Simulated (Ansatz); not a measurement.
Z-matrix (Å, degrees):
```
B
Cl 1 1.994
C 1 1.564 2 73.7
H 1 1.195 2 109.8 3 -113.5
H 1 1.197 2 107.8 3 113.5
O 3 1.318 1 119.2 2 -100.9
Si 3 1.900 1 121.5 2 83.4
H 6 0.967 3 112.2 1 167.4
H 7 1.475 3 111.2 1 -19.0
H 7 1.489 3 107.7 1 -142.6
H 7 1.488 3 105.7 1 101.8
```

Charge 0, multiplicity 1. The bonds changed during the relaxation, so this is another structure than the one it started from.

List the PBE0/def2-TZVPP orbital energies in eV (Ansatz 0.2.0). (Estimate.)

Ansatz gave: Occupied: -2767.51, -1803.19, -525.12, -281.40, -259.31, -197.61, -197.48, -197.43, -183.98, -145.55, -100.22, -100.20, -100.19, -31.42, -23.35, -19.62, -16.91, -15.18, -13.92, -12.97, -11.92, -10.69, -10.46, -10.03, -9.82, -8.89, -8.59, -8.28. Lowest empty: -1.83, -0.35, 0.57, 0.99, 1.20, 1.36, 1.91, 2.74.
